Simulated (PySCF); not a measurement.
Species: dibenzothiophene, C12H8S.
Cartesian coordinates in Å at the PBE0-D3(BJ)/def2-SVP level; atoms count from 1:
```xyz
21
C12H8S angstrom
C      3.3582    0.0204    0.0770
C      2.8012    1.2976   -0.0817
C      1.4238    1.4673   -0.1156
C      0.5825    0.3536    0.0097
C      1.1605   -0.9255    0.1681
C      2.5454   -1.0998    0.2032
S     -0.0389   -2.1907    0.3046
C     -1.3377   -1.0293    0.1558
C     -2.7036   -1.3181    0.1775
C     -3.6062   -0.2696    0.0446
C     -3.1559    1.0497   -0.1083
C     -1.7969    1.3329   -0.1293
C     -0.8664    0.2934    0.0032
H      4.4440   -0.0981    0.1023
H      3.4573    2.1652   -0.1794
H      0.9943    2.4642   -0.2394
H      2.9798   -2.0941    0.3267
H     -3.0546   -2.3452    0.2967
H     -4.6785   -0.4783    0.0596
H     -3.8808    1.8599   -0.2121
H     -1.4509    2.3622   -0.2491
```

Level of theory: TDDFT CAM-B3LYP/def2-SVPD, vertical, gas phase, core orbitals frozen in the response (PySCF 2.14.0, density-fitted response routines).

Frontier orbitals with the atoms that hold most of them (Löwdin shares over 4%, at most four atoms; ? is withheld):

```csv
orbital,ε (eV),atoms
HOMO-3,-9.67,"C4 13%, C13 13%, C1 11%, C10 11%"
HOMO-2,-8.89,"C12 11%, C3 11%, C2 11%, C11 11%"
HOMO-1,-7.71,"C1 13%, C10 13%, C13 11%, C4 11%"
HOMO,-7.40,?
LUMO,?,?
LUMO+1,0.60,"S7 17%, C5 11%, C8 11%, C2 8%"
LUMO+2,0.71,"C11 11%, C2 10%, C8 10%, C5 10%"
```

(1) Which atoms hold the LUMO, and with what shares?

(2) Give the leading atoms of the HOMO.

(3) What is the LUMO energy, and the HOMO–LUMO gap?

Results:

(1) C1 (bonded to 2 C and H) 11%; C10 (bonded to 2 C and H) 11%; C3 (bonded to 2 C and H) 9%; C12 (bonded to 2 C and H) 9%.

(2) S7 (bonded to 2 C) 34%; C2 (bonded to 2 C and H) 8%; C11 (bonded to 2 C and H) 8%; C9 (bonded to 2 C and H) 7%. By element: sulfur 34%, carbon 22% or more.

(3) ε(LUMO) = -0.23 eV; the gap is 7.17 eV (0.2634 hartree).

Problem. How does S1 compare with the orbital gap of 7.17 eV?

Solution. S1 is at 4.42 eV (f = 0.031), 2.75 eV below the gap, made of HOMO→LUMO (84%), HOMO-1→LUMO+2 (11%). Without the coupling terms of the response equations the lowest excitation would equal the gap.

Problem. One configuration dominates each of S1, S2 and S5. Which, and how do the shares of the two leading atoms of either orbital change from the occupied to the empty one?

Solution. 
- S1 (4.42 eV, f 0.031), HOMO→LUMO (84%): S7 34% → at most 10%, C2 8% → at most 10%, C1 at most 7% → 11%, C10 at most 7% → 11%
- S2 (4.83 eV, f 0.160), HOMO-1→LUMO (78%): C1 13% → 11%, C10 13% → 11%
- S5 (5.39 eV, f 0.010), HOMO→LUMO+1 (84%): S7 34% → 17%, C2 8% → 8%, C5 at most 7% → 11%

The run took 60 s wall, 2.3 min CPU (with the writing of density and orbital grids) on an AMD EPYC 9R45 with 2 threads (shared host), and the process peaked at 2.1 GiB of memory.
